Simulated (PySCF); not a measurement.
Working out the ionisation energy of Fe

Fe [Ar] 3d6 4s2 (5D) → Fe⁺ [Ar] 3d6 4s1 (6D). All numbers are calculated (PySCF 2.14, the spin-free X2C one-electron Hamiltonian (Gaussian nucleus), in jorge-DZP-DKH). Frozen: [Ar]. Energies in hartree (1 hartree = 27.21139 eV):

```csv
part,Fe (lower),Fe⁺ (upper)
UHF,-1271.294168,-1271.061086
MP2 opposite-spin,-0.061008,-0.034819
MP2 same-spin,-0.053210,-0.052335
```

Problem. What does Hartree-Fock give?

Solution. (-1271.061086) − (-1271.294168) = 0.233082 hartree = 6.342 eV.

Problem. What do MP2 and SCS-MP2 (6/5 opposite-spin, 1/3 same-spin) give?

Solution. The opposite-spin parts differ by 0.713 eV and the same-spin parts by 0.024 eV. MP2: 6.342 + (0.713) + (0.024) = 7.079 eV. SCS-MP2: 6.342 + 1.2 × (0.713) + (0.024)/3 = 7.206 eV.

Measured between the centres of the two terms (NIST): 7.904 eV, so MP2 (valence) is off by -0.825 eV.

A double-zeta basis recovers only part of the correlation energy.

What remains against the reference includes basis incompleteness, the frozen core and correlation beyond second order.
